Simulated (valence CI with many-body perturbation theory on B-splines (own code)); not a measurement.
Values are calculated unless marked as measured or tabulated.
Gd LI: input, log and results

The program does CI of the valence electrons with many-body perturbation theory for a frozen closed Dirac-Fock core.

Command, and the settings that its task file holds:

```sh
python run_cv.py task.json out
```

```
atom Gd  Z=64  mass_number=158  rms_radius_fm=5.1569
core [Ne]
valence 3s2 4p2
avg = 1
basis = S
breit = 1
cap = 10000
capref = 1200
cscale = 1
de = 0.0
dress = 0
eps = 2e-08
extrap = 1
h = 0.27
hh = 1
l2 = 3
lcore = 6
maxit = 60
n2 = 5
natural = 1
nlev = 21
nno = [3, 3, 3, 2, 1]
nroot = 26
nsp = [3, 3, 2, 1, 0]
pt2 = 1
qed = 1
rpa = 1
s1 = 1
s2 = 1
s3 = 1
screen = 1
tol = 2e-05
whole = 1
```

**Question.** What became of the run, and why?

**Answer.** It gave no result: the start configuration must fill the lowest shells above the core. The program said: "4p is not the lowest shell of its kind above the core".
